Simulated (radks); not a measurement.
The numbers below are computed, except where a source is named.
Problem. Species: Eu50+. Configuration: [Ne] 3s2 3p1. Level of theory: scalar-relativistic Kohn-Sham, exchange-only LDA, spin-polarised, spherical densities, point nucleus; open shells are filled with parallel spins first (spin-orbit coupling, left out, can overturn this in heavy ions) (a radial shooting solver on a logarithmic mesh with Libxc functionals). Some entries of the table are withheld. Estimate them.

orbital  occ.  eigenvalue (hartree)  <1/r> (bohr^-1)
1s up       1             -1908.699            70.20
1s down     1             -1908.571            70.21
2s up       1             -417.5267              (1)
2s down     1             -417.4031              (2)
2p up       3             -387.1527            15.44
2p down     3             -387.0086            15.44
3s up       1                   (3)            6.744
3s down     1                   (4)            6.740
3p up       1             -159.8147            6.410
3p down     0             -159.3538            6.409

Solution. 
(1) 2s up <1/r> (bohr^-1): 16.51
(2) 2s down <1/r> (bohr^-1): 16.51
(3) 3s up eigenvalue (hartree): -169.0044
(4) 3s down eigenvalue (hartree): -168.5429
